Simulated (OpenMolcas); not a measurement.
**Pm4+: effect of the active space**

| Property | Result |
| --- | --- |
| Program | OpenMolcas |
| Method | CASSCF or its RAS form |
| Basis | ANO-RCC-VTZP |
| Scalar Hamiltonian | DKH2, point nucleus |
| Spin-orbit coupling | RASSI with atomic mean-field integrals over the reference wave functions, term energies averaged over their components |

A. 3 electrons in 7 orbitals (4f); 2S+1 = 4 odd, 35 roots; 2S+1 = 2 odd, 112 roots (105 in the spin-orbit step); cost of the order of 40 core-seconds
B. 3 electrons in 12 orbitals (RAS2 4f; RAS3 5d, at most 1 electron); 2S+1 = 4 odd, 35 roots; 2S+1 = 2 odd, 112 roots; 2S+1 = 4 even, 105 roots (83 in the spin-orbit step); 2S+1 = 2 even, 124 roots kept (CI in the orbitals of an earlier block, 68 in the spin-orbit step); cost of the order of 2.5 core-minutes
C. 3 electrons in 14 orbitals (4f 5f); 2S+1 = 4 odd, 30 roots; 2S+1 = 2 odd, 43 roots; cost of the order of 40 core-seconds

Energies in cm-1 above 4f3 4I* 9/2.

```tsv
Level	A	B	C
4f3 4I* 9/2	0.0	0.0	0.0
4f3 4I* 11/2	2559	2559	2590
4f3 4I* 13/2	5301	5301	5361
4f3 4I* 15/2	8163	8163	8222
4f3 4F* 3/2	17750	17750	17608
4f3 4F* 5/2	19167	19166	19024
4f3 4S* 3/2	20318	20318	20153
4f3 4F* 7/2	20431	20431	20293
4f3 4F* 9/2	21938	21938	21726
4f3 4G* 5/2	26855	26841	26729
4f3 2K* 13/2	27357	27357	26939
4f3 4G* 7/2	28888	28886	28612
4f3 2K* 15/2	30130	30130	30079
```

The spin-orbit steps hold different terms of 4f3 (A lacks a 2F*; C lacks among others a 2D*, 2F*, a 2G*, a 2H*, 2I*), which shifts levels as well.

Among A to C the level of the table that moves most is 4f3 2K* 13/2, by 420 cm-1 (lowest in C, highest in A).

High states are left out of the spin-orbit mixing, which shifts the levels that they would mix with. Without dynamic correlation excited terms often stand tens of per cent too high (terms of higher spin than the ground term too low), and those without a measured partner can miss by more than the paired ones. Active for correlation alone: 5f; no level in the range computed is led by a configuration that fills it, so any true level of that kind is missing (holds for C). Only configurations of the active space appear. Levels that lie high or do not pair safely by name in every column are left out.

* marks odd parity.
